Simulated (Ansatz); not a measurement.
In₁₀P₁₀. Total charge 0; triplet. Geometry PBE-D4/def2-SVP, that of the neutral singlet; atoms count from 1.

```xyz
20

P    -1.563   -2.439   -2.726
P    -3.160   -3.088    1.778
P     1.485   -2.870    0.919
P    -1.096   -0.527    3.857
P    -1.370    2.277   -3.792
P     2.087   -0.179   -1.962
P     1.267    4.194   -1.347
P    -1.194    0.605    0.013
P     2.720   -1.095    1.507
P     3.334    0.172   -0.213
In   -2.705   -2.916   -0.605
In   -1.792    0.144   -2.671
In    0.226   -1.562   -0.898
In   -2.729   -0.430    1.823
In   -0.605   -2.615    2.444
In    0.480    0.643    2.149
In   -1.702    3.634   -1.037
In    0.913    2.099   -2.653
In    2.043    2.646    0.431
In    3.362    1.305    2.984
```

In the def2 sets In takes a core potential; there is no spin–orbit coupling. Single mean-field runs in def2-SVP are fitted with def2-universal-jkfit. At PBE0-D4/def2-SVP a singlet of charge 0 lies 0.74 eV below the triplet at the same geometry.

**Question.** Estimate the Mulliken populations from the PBE0/def2-SVP orbitals of Ansatz.

**Answer.** 
```
atom  charge (e)  spin (α − β)
  P1       -0.27          0.01
  P2       -0.24          0.00
  P3       -0.21          0.02
  P4       -0.28          0.17
  P5       -0.31          0.05
  P6       -0.29          0.33
  P7       -0.33          0.01
  P8       -0.63          0.12
  P9       -0.27         -0.02
 P10       -0.13          0.26
In11        0.29          0.06
In12        0.35          0.00
In13        0.39          0.01
In14        0.21          0.51
In15        0.29          0.23
In16        0.28          0.12
In17        0.28          0.00
In18        0.31          0.02
In19        0.22          0.03
In20        0.34          0.07
```
Mulliken values depend strongly on the basis.

**Question.** Where does the spin sit?

**Answer.** Summed by element: P 0.95, In 1.05, of 2 unpaired in all. Largest on single atoms: In14 0.51, P6 0.33, P10 0.26.

**Question.** And the Mayer bond orders between heavy atoms (over 0.3)?

**Answer.** P1–In11 1.04 (2.46 Å); P1–In12 0.81 (2.59 Å); P1–In13 0.65 (2.70 Å); P2–In11 1.13 (2.43 Å); P2–In14 0.66 (2.69 Å); P2–In15 0.76 (2.68 Å); P3–P9 0.98 (2.24 Å); P3–In13 0.78 (2.57 Å); P3–In15 0.77 (2.60 Å); P4–In14 0.79 (2.61 Å); P4–In15 0.89 (2.57 Å); P4–In16 0.83 (2.60 Å); P5–In12 1.13 (2.45 Å); P5–In17 0.44 (3.09 Å); P5–In18 0.94 (2.56 Å); P6–P10 1.23 (2.18 Å); P6–In13 0.71 (2.55 Å); P6–In18 0.63 (2.65 Å); P7–In17 0.43 (3.04 Å); P7–In18 1.05 (2.49 Å); P7–In19 1.11 (2.48 Å); P8–In12 0.46 (2.79 Å); P8–In13 0.58 (2.75 Å); P8–In14 0.70 (2.59 Å); P8–In16 0.56 (2.71 Å); P9–P10 0.98 (2.22 Å); P9–In16 0.44 (2.91 Å); P9–In20 0.33 (2.89 Å); P10–In19 0.39 (2.86 Å); In16–In19 0.32 (3.07 Å).
